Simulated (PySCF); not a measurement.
Correlation energy of Cu¹⁴⁺ (copper, charge +14)

[Ne] 3s2 3p3, high-spin 4S determinant. All numbers are calculated (PySCF 2.14, the spin-free X2C one-electron Hamiltonian (Gaussian nucleus), in an uncontracted even-tempered set (19 s from 1.1 bohr⁻², ratio 2.5; 12 p from 1.4 bohr⁻², ratio 2.5; 5 d from 7.1 bohr⁻², ratio 2.7; 4 f from 11 bohr⁻², ratio 2.7)). Frozen: 1s2; 13 electrons correlated; the 22 highest virtual orbitals of each spin left out.

| level | correlation energy (mhartree) |
| --- | --- |
| CCSD | -483.40 |
| (T) | -2.22 |
| CCSD(T) | -485.62 |

Diagnostics: T1 = 0.0011, D1 = 0.0035, largest double amplitude 0.036.

Is a single reference adequate?

Yes, within this model without spin-orbit coupling: T1 lies below 0.03 and no double amplitude reaches 0.07.
